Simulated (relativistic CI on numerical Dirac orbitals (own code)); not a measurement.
d6 in a ligand field

Computed with a parametric ligand-field model of a d^n configuration (Racah B and C, spin-orbit zeta, crystal field), exact diagonalisation.

Field parameters in Wybourne normalisation: Oh B⁴₀ = 21Dq, B⁴₄ = √(5/14) B⁴₀. The field is a parameter set, without covalency.

B = 400 cm⁻¹, C = 1710 cm⁻¹ (C/B = 4.28), Oh, no spin-orbit coupling. Tanabe-Sugano data, E/B above the lowest term (Δ = |10Dq|; b, c mark the second and third term of a kind):

```tsv
Δ/B	5T2	5E	3T1	3T2	3T1(b)	1A1	1T1
1.0	0.00	1.00	20.85	21.16	21.80	30.82	31.23
5.0	0.00	5.00	18.20	20.34	22.16	24.41	28.01
9.0	0.00	9.00	14.74	18.35	22.17	17.15	24.35
13.0	0.00	13.00	11.09	15.66	22.19	9.66	20.59
17.0	0.00	17.00	7.35	12.57	22.21	2.03	16.76
21.0	5.67	26.67	9.22	14.92	27.89	0.00	18.56
25.0	13.43	38.43	13.15	19.19	35.66	0.00	22.42
29.0	21.23	50.23	17.08	23.39	43.46	0.00	26.30
33.0	29.05	62.05	21.03	27.54	51.29	0.00	30.20
37.0	36.90	73.90	24.98	31.66	59.15	0.00	34.11
41.0	44.77	85.77	28.94	35.75	67.03	0.00	38.04
45.0	52.66	97.66	32.90	39.83	74.92	0.00	41.97
```

The ground term changes from 5T2 to 1A1 between Δ/B = 17.0 and 21.0.
